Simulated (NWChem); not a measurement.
System: Se, triplet

Parts of the log:

```
             Northwest Computational Chemistry Package (NWChem) 7.3.0
             --------------------------------------------------------

                             Geometry "geometry" -> ""
                             -------------------------

 Output coordinates in angstroms (scale by  1.889725989 to convert to a.u.)

  No.       Tag          Charge          X              Y              Z
 ---- ---------------- ---------- -------------- -------------- --------------
    1 Se                  34.0000     0.00000000     0.00000000     0.00000000

 Effective nuclear repulsion energy (a.u.)       0.0000000000

  pbe96 is a nonlocal functional; adding pw91lda local functional.

                                 NWChem DFT Module
                                 -----------------

 Summary of "ao basis" -> "ao basis" (spherical)
 ------------------------------------------------------------------------------
       Tag                 Description            Shells   Functions and Types
 ---------------- ------------------------------  ------  ---------------------
 Se                          3-21g                  10       22   5s4p1d

            General Information
            -------------------
          SCF calculation type: DFT
          Wavefunction type:  spin polarized.
          No. of atoms     :     1
          No. of electrons :    34
           Alpha electrons :    18
            Beta electrons :    16
          Charge           :     0
          Spin multiplicity:     3
          Use of symmetry is: off; symmetry adaption is: off
          Maximum number of iterations: 150
          AO basis - number of functions:    22
                     number of shells:    10
          Convergence on energy requested:  1.00D-06
          Convergence on density requested:  1.00D-05
          Convergence on gradient requested:  5.00D-04

              XC Information
              --------------
          PerdewBurkeErnzerhof Exchange Functional  1.000
            Perdew 1991 LDA Correlation Functional  1.000 local
           PerdewBurkeErnz. Correlation Functional  1.000 non-local

             Grid Information
             ----------------
          Grid used for XC integration:  medium
          Radial quadrature: Mura-Knowles
          Angular quadrature: Lebedev.
          Tag              B.-S. Rad. Rad. Pts. Rad. Cut. Ang. Pts.
          ---              ---------- --------- --------- ---------
          Se                  1.15      112           5.0       590
          Grid pruning is: on
          Number of quadrature shells:   112
          Spatial weights used:  Erf1

      Superposition of Atomic Density Guess
      -------------------------------------

 Sum of atomic energies:       -2388.45773269

      Non-variational initial energy
      ------------------------------

 Total energy =   -2388.195057
 1-e energy   =   -3331.236616
 2-e energy   =     943.041559
 HOMO         =      -0.251542
 LUMO         =      -0.251542

     ---------------------------------------------
      Total Density - Mulliken Population Analysis
     ---------------------------------------------

    Atom       Charge   Shell Charges
 -----------   ------   -------------------------------------------------------
    1 Se  34    34.00   2.00  2.00  5.99  2.00  5.96  0.85  1.63  1.16  2.42 10.00

     --------------------------------------------
      Spin Density - Mulliken Population Analysis
     --------------------------------------------

    Atom       Charge   Shell Charges
 -----------   ------   -------------------------------------------------------
    1 Se  34     2.00   0.00  0.00  0.00  0.00  0.01  0.00  0.78  0.00  1.21  0.00

   convergence    iter        energy       DeltaE   RMS-Dens  Diis-err
 ---------------- ----- ----------------- --------- --------- ---------
 d= 0,ls=0.0,diis     1  -2389.7327741683 -2.39D+03  1.05D-02  3.09D-02
                                                     6.48D-03  2.71D-02
 d= 0,ls=0.5,diis     2  -2389.7399106390 -7.14D-03  2.66D-03  2.03D-03
                                                     2.29D-03  1.51D-03
 d= 0,ls=0.5,diis     3  -2389.7413000835 -1.39D-03  3.28D-04  6.85D-05
                                                     3.30D-04  6.26D-05
 d= 0,ls=0.5,diis     4  -2389.7413448331 -4.47D-05  1.23D-04  8.56D-06
                                                     1.35D-04  7.80D-06
 d= 0,ls=0.5,diis     5  -2389.7413512480 -6.41D-06  4.89D-05  1.39D-06
                                                     5.63D-05  1.31D-06
  Resetting Diis
 d= 0,ls=0.5,diis     6  -2389.7413523108 -1.06D-06  2.04D-05  2.39D-07
                                                     2.37D-05  2.26D-07
 d= 0,ls=0.5,diis     7  -2389.7413524953 -1.85D-07  1.35D-05  4.14D-08
                                                     1.32D-05  3.88D-08
 d= 0,ls=0.5,diis     8  -2389.7413525324 -3.70D-08  1.95D-06  1.27D-09
                                                     2.89D-06  2.52D-09

         Total DFT energy =    -2389.741352533961
      One electron energy =    -3331.579671850166
           Coulomb energy =     1028.553103899923
    Exchange-Corr. energy =      -86.714784583718
 Nuclear repulsion energy =        0.000000000000

 Numeric. integr. density =       33.999999952196

                    DFT Final Alpha Molecular Orbital Analysis
                    ------------------------------------------

 Vector   16  Occ=1.000000D+00  E=-2.603364D-01
              MO Center= -3.0D-12,  3.5D-12, -2.2D-13, r^2= 1.6D+00
   Bfn.  Coefficient  Atom+Function         Bfn.  Coefficient  Atom+Function
  ----- ------------  ---------------      ----- ------------  ---------------
    16      0.448560  1 Se py                12      0.412476  1 Se py
    15     -0.383176  1 Se px                11     -0.352353  1 Se px
     8     -0.257478  1 Se py                 7      0.219947  1 Se px
     4      0.082985  1 Se py                 3     -0.070889  1 Se px

 Vector   17  Occ=1.000000D+00  E=-2.603364D-01
              MO Center= -5.6D-12, -1.1D-11, -3.5D-10, r^2= 1.6D+00
   Bfn.  Coefficient  Atom+Function         Bfn.  Coefficient  Atom+Function
  ----- ------------  ---------------      ----- ------------  ---------------
    17      0.589638  1 Se pz                13      0.542206  1 Se pz
     9     -0.338459  1 Se pz                 5      0.109085  1 Se pz

 Vector   18  Occ=1.000000D+00  E=-2.149196D-01
              MO Center=  1.0D-11,  8.6D-12, -5.7D-13, r^2= 1.7D+00
   Bfn.  Coefficient  Atom+Function         Bfn.  Coefficient  Atom+Function
  ----- ------------  ---------------      ----- ------------  ---------------
    15      0.464443  1 Se px                11      0.394641  1 Se px
    16      0.396411  1 Se py                12      0.336834  1 Se py
     7     -0.251032  1 Se px                 8     -0.214260  1 Se py
     3      0.080952  1 Se px                 4      0.069094  1 Se py

 Vector   19  Occ=0.000000D+00  E= 3.902076D-01
              MO Center=  9.3D-12,  7.9D-12,  8.4D-10, r^2= 2.3D+00
   Bfn.  Coefficient  Atom+Function         Bfn.  Coefficient  Atom+Function
  ----- ------------  ---------------      ----- ------------  ---------------
    10      1.777497  1 Se s                 14     -1.769222  1 Se s
     2      0.205856  1 Se s                  6      0.036480  1 Se s

 Vector   20  Occ=0.000000D+00  E= 4.425576D-01
              MO Center= -1.0D-11,  1.2D-11, -6.1D-13, r^2= 2.7D+00
   Bfn.  Coefficient  Atom+Function         Bfn.  Coefficient  Atom+Function
  ----- ------------  ---------------      ----- ------------  ---------------
    12      1.083020  1 Se py                16     -0.973745  1 Se py
    11     -0.926024  1 Se px                15      0.832590  1 Se px
     8     -0.349806  1 Se py                 7      0.299098  1 Se px
     4      0.106296  1 Se py                 3     -0.090887  1 Se px
    13     -0.039081  1 Se pz                17      0.035138  1 Se pz

 Vector   21  Occ=0.000000D+00  E= 4.425576D-01
              MO Center= -3.8D-12, -2.4D-11, -5.9D-10, r^2= 2.7D+00
   Bfn.  Coefficient  Atom+Function         Bfn.  Coefficient  Atom+Function
  ----- ------------  ---------------      ----- ------------  ---------------
    13      1.424209  1 Se pz                17     -1.280509  1 Se pz
     9     -0.460007  1 Se pz                 5      0.139783  1 Se pz
    12      0.059365  1 Se py                16     -0.053375  1 Se py

                     DFT Final Beta Molecular Orbital Analysis
                     -----------------------------------------

 Vector   14  Occ=1.000000D+00  E=-1.829969D+00
              MO Center= -5.3D-14, -4.5D-14,  3.9D-13, r^2= 1.2D-01
   Bfn.  Coefficient  Atom+Function         Bfn.  Coefficient  Atom+Function
  ----- ------------  ---------------      ----- ------------  ---------------
    18      0.854394  1 Se d -2              20     -0.498459  1 Se d  0
    22      0.135892  1 Se d  2              21      0.042167  1 Se d  1
    19     -0.035990  1 Se d -1

 Vector   15  Occ=1.000000D+00  E=-5.542183D-01
              MO Center= -2.7D-12, -2.3D-12, -9.1D-11, r^2= 1.1D+00
   Bfn.  Coefficient  Atom+Function         Bfn.  Coefficient  Atom+Function
  ----- ------------  ---------------      ----- ------------  ---------------
    14      0.597346  1 Se s                 10      0.503491  1 Se s
     6     -0.396076  1 Se s                  2      0.145718  1 Se s
     1     -0.039294  1 Se s

 Vector   16  Occ=1.000000D+00  E=-1.872067D-01
              MO Center= -2.8D-12, -2.4D-12,  1.1D-13, r^2= 1.7D+00
   Bfn.  Coefficient  Atom+Function         Bfn.  Coefficient  Atom+Function
  ----- ------------  ---------------      ----- ------------  ---------------
    15      0.471626  1 Se px                16      0.402542  1 Se py
    11      0.386524  1 Se px                12      0.329906  1 Se py
     7     -0.248123  1 Se px                 8     -0.211778  1 Se py
     3      0.080038  1 Se px                 4      0.068314  1 Se py

 Vector   17  Occ=0.000000D+00  E=-1.820433D-01
              MO Center=  4.1D-11, -4.4D-11,  7.7D-11, r^2= 1.7D+00
   Bfn.  Coefficient  Atom+Function         Bfn.  Coefficient  Atom+Function
  ----- ------------  ---------------      ----- ------------  ---------------
    17      0.480871  1 Se pz                13      0.405795  1 Se pz
    16     -0.278603  1 Se py                 9     -0.258500  1 Se pz
    15      0.258049  1 Se px                12     -0.235106  1 Se py
    11      0.217761  1 Se px                 8      0.149768  1 Se py
     7     -0.138718  1 Se px                 5      0.083360  1 Se pz

 Vector   18  Occ=0.000000D+00  E=-1.820433D-01
              MO Center= -3.8D-11,  4.7D-11,  4.8D-11, r^2= 1.7D+00
   Bfn.  Coefficient  Atom+Function         Bfn.  Coefficient  Atom+Function
  ----- ------------  ---------------      ----- ------------  ---------------
    17      0.379241  1 Se pz                16      0.373835  1 Se py
    13      0.320032  1 Se pz                12      0.315469  1 Se py
    15     -0.303100  1 Se px                11     -0.255778  1 Se px
     9     -0.203867  1 Se pz                 8     -0.200961  1 Se py
     7      0.162936  1 Se px                 5      0.065742  1 Se pz

 Vector   19  Occ=0.000000D+00  E= 4.291617D-01
              MO Center=  5.2D-12,  4.4D-12,  3.6D-10, r^2= 2.3D+00
   Bfn.  Coefficient  Atom+Function         Bfn.  Coefficient  Atom+Function
  ----- ------------  ---------------      ----- ------------  ---------------
    10      1.776018  1 Se s                 14     -1.771017  1 Se s
     2      0.205302  1 Se s                  6      0.037918  1 Se s

     ---------------------------------------------
      Total Density - Mulliken Population Analysis
     ---------------------------------------------

    Atom       Charge   Shell Charges
 -----------   ------   -------------------------------------------------------
    1 Se  34    34.00   2.00  2.00  5.99  2.00  5.94  0.93  1.84  1.07  2.23 10.00

     --------------------------------------------
      Spin Density - Mulliken Population Analysis
     --------------------------------------------

    Atom       Charge   Shell Charges
 -----------   ------   -------------------------------------------------------
    1 Se  34     2.00  -0.00 -0.00  0.00 -0.00  0.01 -0.01  0.90  0.01  1.08 -0.00

     -------------------------------------------
      Total Density - Lowdin Population Analysis
     -------------------------------------------

    Atom       Charge   Shell Charges
 -----------   ------   -------------------------------------------------------
    1 Se  34    34.00   2.00  1.99  5.99  2.00  5.78  0.97  1.99  1.04  2.25 10.00

     ------------------------------------------
      Spin Density - Lowdin Population Analysis
     ------------------------------------------

    Atom       Charge   Shell Charges
 -----------   ------   -------------------------------------------------------
    1 Se  34     2.00  -0.00 -0.00  0.00  0.00  0.07 -0.00  0.84  0.00  1.09 -0.00

   alpha - beta orbital overlaps
   -----------------------------

   alpha      1      2      3      4      5      6      7      8      9     10
    beta      1      2      3      4      5      6      7      8      9     11
 overlap   1.000  1.000  1.000  1.000  1.000  1.000  1.000  1.000  1.000  0.776

   alpha     11     12     13     14     15     16     17     18     19     20
    beta     10     12     13     14     15     18     17     16     19     20
 overlap   0.776  1.000  1.000  1.000  1.000  0.777  0.777  1.000  1.000  0.780

   alpha     21     22
    beta     21     22
 overlap   0.780  1.000

     --------------------------
     Expectation value of S2:
     --------------------------
      <S2> =      2.0001 (Exact =     2.0000)

            General Information
            -------------------
          SCF calculation type: DFT
          Wavefunction type:  spin polarized.
          No. of atoms     :     1
          No. of electrons :    34
           Alpha electrons :    18
            Beta electrons :    16
          Charge           :     0
          Spin multiplicity:     3
          Use of symmetry is: off; symmetry adaption is: off
          Maximum number of iterations: 150
          AO basis - number of functions:    22
                     number of shells:    10
          Convergence on energy requested:  1.00D-06
          Convergence on density requested:  1.00D-05
          Convergence on gradient requested:  5.00D-04

              XC Information
              --------------
          PerdewBurkeErnzerhof Exchange Functional  1.000
            Perdew 1991 LDA Correlation Functional  1.000 local
           PerdewBurkeErnz. Correlation Functional  1.000 non-local

             Grid Information
             ----------------
          Grid used for XC integration:  medium
          Radial quadrature: Mura-Knowles
          Angular quadrature: Lebedev.
          Tag              B.-S. Rad. Rad. Pts. Rad. Cut. Ang. Pts.
          ---              ---------- --------- --------- ---------
          Se                  1.15      112           5.0       590
          Grid pruning is: on
          Number of quadrature shells:   112
          Spatial weights used:  Erf1

[...]

                         DFT ENERGY GRADIENTS

    atom               coordinates                        gradient
                 x          y          z           x          y          z
   1 Se      0.000000   0.000000   0.000000    0.000000  -0.000000  -0.000000
```

Level: PBE/3-21G, spin-unrestricted. The open p shell is one determinant without spherical averaging. No stability test was run on the SCF state.

**Question.** Write an input that gives this output.

**Answer.** Several could match; the one computed here: the input that was run:
```
start job
memory heap 200 mb stack 900 mb global 1100 mb
geometry units angstroms noautoz
  Se     0.000000     0.000000     0.000000
end
basis spherical
  * library 3-21g
end
dft
  odft
  mult 3
  xc xpbe96 cpbe96
  iterations 150
  mulliken
end
task dft gradient
```
